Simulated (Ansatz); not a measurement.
One change: `[O]=[Mo](=[O])([Cl])[Cl]` becomes `[O]=[Cr](=[O])([Cl])[Cl]`.

Ansatz, PBE0-D4/def2-TZVP geometries, multiplicity 1. 

Elements past krypton have def2 core potentials. Scalar relativity is left out up to krypton.

```json
{"property": "HOMO–LUMO gap (PBE/def2-TZVPP) / eV", "`[O]=[Mo](=[O])([Cl])[Cl]`": "3.93"}
{"property": "LUMO energy (B3LYP/def2-TZVPP) / eV", "`[O]=[Mo](=[O])([Cl])[Cl]`": "-3.97"}
{"property": "size of the dipole moment (B3LYP/def2-TZVPP) / D", "`[O]=[Mo](=[O])([Cl])[Cl]`": "1.29"}
{"property": "HOMO–LUMO gap (ωB97M-V/def2-TZVPP) / eV", "`[O]=[Mo](=[O])([Cl])[Cl]`": "10.49"}
{"property": "HOMO energy (PBE0/def2-TZVPP) / eV", "`[O]=[Mo](=[O])([Cl])[Cl]`": "-9.96"}
{"property": "zero-point energy (PBE0-D4/def2-TZVP) / kJ/mol", "`[O]=[Mo](=[O])([Cl])[Cl]`": "24.9"}
```

What does the change do to each property? (Best estimate.)

Ansatz gave: 
```
                                        property  `[O]=[Cr](=[O])([Cl])[Cl]`  shift
             HOMO–LUMO gap (PBE/def2-TZVPP) / eV                        2.65  -1.28
             LUMO energy (B3LYP/def2-TZVPP) / eV                       -5.25  -1.28
size of the dipole moment (B3LYP/def2-TZVPP) / D                        0.75  -0.54
         HOMO–LUMO gap (ωB97M-V/def2-TZVPP) / eV                        9.02  -1.47
              HOMO energy (PBE0/def2-TZVPP) / eV                       -9.80   0.16
  zero-point energy (PBE0-D4/def2-TZVP) / kJ/mol                        27.3    2.4
```

With PBE0 the HOMO rises by 0.16 eV and the LUMO falls by 1.26 eV, so the gap narrows by about 1.42 eV. PBE moves the HOMO by -0.01 eV and ωB97M-V by 0.29 eV. Dipoles are sizes alone; their direction can turn.

B3LYP here is the variant with VWN-RPA as its local correlation; programs differ in this.
